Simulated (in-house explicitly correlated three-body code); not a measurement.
Computed with an exponentially correlated three-body code. Model: two electrons around a point charge, non-relativistic, variational in 260 exponentially correlated functions (energies converged to about 1e-7 hartree, or 1e-8 relative for large Z).

For two electrons in a singlet the Kohn-Sham orbital is the square root of half the density, so the exact Kohn-Sham potential and energy parts follow from the density alone, and exchange is minus half the Hartree energy. The Kohn-Sham level equals minus the binding energy of the second electron.

Command:
```bash
python run_hyl.py task.json out
```
Settings (lengths in bohr, energies in hartree):
```
Z                      1.21
interaction_strength   1
functions              260
states_tried           13
```

Cost of the run: 68 s on 1 thread of Arm Neoverse N1 (shared host).

**Those bound S and P states to n = 4 that converged, binding against the one-electron ion.**

Given: nuclear charge 1.21.

Computed: one-electron threshold -0.73205 hartree.

```
term  energy (hartree)  binding (eV)  quantum defect
1 1S      -0.860134095        3.4853         0.58509
2 3S                 ?             ?               ?
2 1S      -0.741164476       0.24802         0.44461
2 3P      -0.737672264       0.15299        0.019619
2 1P      -0.737586484       0.15066       0.0043366
3 3S      -0.736010518       0.10777         0.64045
3 1S      -0.735405982      0.091321         0.43673
4 1S                 ?             ?               ?
4 3P      -0.733443988      0.037932        0.022824
```

Q: What belongs in the row 2 3S?

A: energy (hartree): -0.744084117; binding (eV): 0.32746; quantum defect: 0.64638.

Q: What belongs in the row 4 1S?

A: energy (hartree): -0.733784435; binding (eV): 0.047196; quantum defect: 0.43446.

**Converged states only, values per electron or pair.**

| term | mean r (bohr) | mean r squared (bohr²) | mean inverse r (1/bohr) | mean r12 (bohr) | mean inverse r12 (1/bohr) | mean cosine | mean p1 dot p2 (bohr⁻²) | delta r1 (bohr⁻³) | delta r12 (bohr⁻³) |
| --- | --- | --- | --- | --- | --- | --- | --- | --- | --- |
| 1 1S | 1.8711 | 5.1392 | 0.8979 | 2.964 | 0.45265 | -0.097751 | 0.059444 | 0.32267 | 0.0093611 |
| 2 3S | 7.2466 | 108.01 | 0.65382 | 13.341 | 0.09407 | -0.011285 | 0.00073593 | 0.28325 | - |
| 2 1S | 9.3957 | 183.59 | 0.6423 | 17.613 | 0.072045 | -0.0068974 | 0.0010692 | 0.28291 | 0.0001743 |
| 2 3P | ? | ? | ? | ? | ? | ? | ? | ? | - |
| 2 1P | 12.464 | 337.88 | 0.63136 | 23.731 | 0.052723 | -0.0038191 | 0.0003162 | 0.28192 | 1.0848e-06 |
| 3 3S | ? | ? | ? | ? | ? | ? | ? | ? | - |
| 3 1S | 24.168 | 1266.4 | 0.6196 | 47.118 | 0.028623 | -0.0016082 | 0.00024208 | 0.28218 | 3.9646e-05 |
| 4 1S | 46.087 | 4661.1 | 0.61274 | 90.945 | 0.015272 | -0.00060506 | 8.9879e-05 | 0.28204 | 1.4763e-05 |
| 4 3P | 54.703 | 6641.2 | 0.61169 | 108.18 | 0.013406 | -0.00059251 | -6.6293e-05 | 0.28193 | - |

Q: What belongs in the row 2 3P?

A: mean r (bohr): 12.196; mean r squared (bohr²): 324.41; mean inverse r (1/bohr): 0.63215; mean r12 (bohr): 23.198; mean inverse r12 (1/bohr): 0.054454; mean cosine: -0.0047205; mean p1 dot p2 (bohr⁻²): -0.00043979; delta r1 (bohr⁻³): 0.2818.

Q: What belongs in the row 3 3S?

A: mean r (bohr): 20.551; mean r squared (bohr²): 913.41; mean inverse r (1/bohr): 0.62223; mean r12 (bohr): 39.89; mean inverse r12 (1/bohr): 0.033767; mean cosine: -0.0022108; mean p1 dot p2 (bohr⁻²): 0.00014211; delta r1 (bohr⁻³): 0.28221.

**Electric-dipole lines between converged S and P states, rate of the upper state's decay.**

```csv
s state,p state,p minus s (eV),oscillator strength from s,rate (1/s)
1 1S,2 1P,3.3347,0.023697,3.8115e+06
2 1S,2 1P,0.097362,0.85259,116900
3 1S,2 1P,-0.059334,-0.408,62329
4 1S,2 1P,-0.10346,-0.038654,17953
2 3S,2 3P,0.17448,0.86089,379060
2 3S,4 3P,0.28953,0.010416,12629
3 3S,2 3P,?,?,?
3 3S,4 3P,0.069839,0.089593,6320.6
```

Q: What belongs in the row 3 3S 2 3P?

A: p minus s (eV): -0.045218; oscillator strength from s: -0.47696; rate (1/s): 42318.

**Exact Kohn-Sham parts of the ground state from its density.**

Computed: total energy -0.860134095 hartree; Kohn-Sham kinetic 0.82924 hartree; Hartree energy 1.048 hartree; DFT correlation energy -0.040465 hartree; kinetic part of the DFT correlation energy 0.030894 hartree; potential part of the DFT correlation energy -0.071359 hartree; exact minus restricted Hartree-Fock -0.039898 hartree; Kohn-Sham level -3.4853 eV; restricted Hartree-Fock level -3.9591 eV; C6 of two such species 123.66 hartree·bohr⁶.

Q: What is the exchange energy?

A: -0.52401 hartree.

Q: What is the dipole polarisability?

A: 29.026 bohr³.

The correlation energy of density-functional theory lies 0.57 millihartree below exact minus Hartree-Fock, because the Hartree-Fock density, unlike the exact one, minimises the Hartree-Fock energy.
